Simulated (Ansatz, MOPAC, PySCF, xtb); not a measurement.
Donor–acceptor adduct: BH3 (SMILES B) (first 4 atoms) with H2O (SMILES O); geometry from B3LYP-D3(BJ)/def2-TZVP, rigid monomers moved along the line of their centres of mass till B1···O5 is 2.42 Å.
(charge 0, multiplicity 1):
```json
[
 {"atom": "B", "x (Å)": "0.2106", "y (Å)": "0.2493", "z (Å)": "0.7896"},
 {"atom": "H", "x (Å)": "0.6172", "y (Å)": "-0.7672", "z (Å)": "0.2870"},
 {"atom": "H", "x (Å)": "-0.8529", "y (Å)": "0.6372", "z (Å)": "0.3940"},
 {"atom": "H", "x (Å)": "1.0372", "y (Å)": "1.0909", "z (Å)": "1.0056"},
 {"atom": "O", "x (Å)": "-0.3443", "y (Å)": "-0.4656", "z (Å)": "3.0350"},
 {"atom": "H", "x (Å)": "-0.9991", "y (Å)": "-1.1748", "z (Å)": "2.9908"},
 {"atom": "H", "x (Å)": "0.4451", "y (Å)": "-0.8282", "z (Å)": "3.4581"}
]
```

Monomers are frozen at their geometry in the pair; levels with a basis set take the counterpoise correction. Rows marked so take none.

Frozen-core correlation. Rows in 3-21G, 6-31G* carry no dispersion term and start afresh at each structure (6-31G* with six Cartesian d functions). MP2/6-31G* freezes PySCF's default core. The state reached by PM6, PM7 isn't checked; PM7 holds dispersion and hydrogen-bond terms.

Programs: Ansatz (Gaussian orbitals); MOPAC for PM6, PM7 (differences of heats of formation); PySCF for 3-21G rows, 6-31G* rows, the dispersion terms; xtb for the GFN methods. Values without a source in brackets are computed.

```
level                           interaction energy (kJ/mol)
------------------------------  ---------------------------
PM6                                                   -29.1
PM7                                                   -25.0
GFN2-xTB                                              -24.4
BP86/6-31G* (no counterpoise)                         -62.9
B3LYP/3-21G (no counterpoise)                        -103.4
B3LYP/6-31G* (no counterpoise)                        -58.9
B3LYP-D4/def2-TZVPPD                                  -45.8
MP2/6-31G*                                              [?]
SCS-MP2/aug-cc-pVTZ                                     [?]
```

Problem. Complete the blanks.

Solution. 
- MP2/6-31G*, interaction energy (kJ/mol): -47.1
- SCS-MP2/aug-cc-pVTZ, interaction energy (kJ/mol): -40.6

Ansatz is an electronic-structure program.
